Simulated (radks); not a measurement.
The palladium ion Pd+ inside a hard spherical wall (all orbitals vanish at R), configuration held at [Kr] 4d9 and not refilled when levels cross. Method: scalar-relativistic Kohn-Sham, PBE, spin-polarised, spherical densities, point nucleus; open shells are filled with parallel spins first (spin-orbit coupling, left out, can overturn this in heavy ions); computed with a radial shooting solver on a logarithmic mesh with Libxc functionals. Eigenvalues in eV for spin up, with the zero of energy where the potential of the charges vanishes at infinity; a dash marks a level that is unbound or too diffuse for the functional's potential to be trusted. A positive occupied level is held by the wall or, in an anion where self-interaction has pushed it up, behind a barrier. The pressure on the wall is -dE/dV.

R (bohr)  E (hartree)  kinetic (hartree)    e(3d)    e(4s)    e(4p)    e(4d)  e(5s, empty)  e(5p, empty)  pressure (GPa)
free      -5045.56258           5233.588  -336.97  -96.999  -62.797  -14.931       -11.181        -6.332               0
15        -5045.56258           5233.588  -336.97  -96.999  -62.797  -14.931       -11.181        -6.332        < 0.0001
12        -5045.56258           5233.588  -336.97  -96.999  -62.797  -14.931       -11.181        -6.330        < 0.0001
8         -5045.56252           5233.589  -336.96  -96.994  -62.792  -14.927       -11.163        -6.189         0.00382
7         -5045.56222           5233.592  -336.94  -96.972  -62.771  -14.907       -11.102        -5.940          0.0324
4         -5045.46948           5234.179  -334.40  -94.718  -60.606  -12.852        -6.331         2.130            25.5
3.5       -5045.32123           5234.957  -331.81  -92.545  -58.538  -10.756        -1.496         8.822            89.5
3         -5044.90668           5236.950  -326.53  -88.349  -54.533   -6.417         8.937        22.282             353
2.5       -5043.61038           5242.821  -315.01  -79.862  -46.215    3.285        33.547        51.899            1690
2         -5038.77338           5263.217  -286.97  -60.182  -25.694   28.160        99.263        125.46           10700
1.5       -5016.22021           5344.412  -212.66    0.118   40.298   105.64        305.15        341.36           97100
